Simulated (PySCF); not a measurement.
SMILES O=C(O)[SiH2]B(O)O (CH5BO4Si) (GFN2-xTB optimised geometry):

```
12

O      2.068     0.133    -0.257
C      1.411    -0.858     0.000
O      1.988    -2.015     0.306
Si    -0.515    -0.858     0.000
B     -0.991     1.085     0.000
O     -2.245     1.581     0.168
O     -0.038     2.015    -0.186
H      2.961    -1.944     0.286
H     -0.851    -1.641    -1.202
H     -0.891    -1.722     1.130
H     -2.961     0.966     0.304
H      0.863     1.684    -0.296
```

Computed with CAM-B3LYP/def2-TZVP run with PySCF 2.14.0.

### Question
What are the frontier orbital energies and the dipole moment?

### Answer
HOMO-2 -10.79 eV, HOMO-1 -9.96 eV, HOMO -9.52 eV, LUMO 0.05 eV, LUMO+1 0.75 eV; dipole moment 3.26 D.

On the same geometry PBE/def2-TZVP (PySCF 2.14.0) gives HOMO-2 -7.67 eV, HOMO-1 -7.05 eV, HOMO -6.60 eV, LUMO -2.08 eV, LUMO+1 -1.12 eV; dipole moment 2.87 D.

Meta-Löwdin charges at CAM-B3LYP/def2-TZVP: O1 -0.48, C2 0.34, O3 -0.45, Si4 0.41, B5 0.27, O6 -0.50, O7 -0.50, H8 0.35, H9 -0.08, H10 -0.08, H11 0.35, H12 0.36.
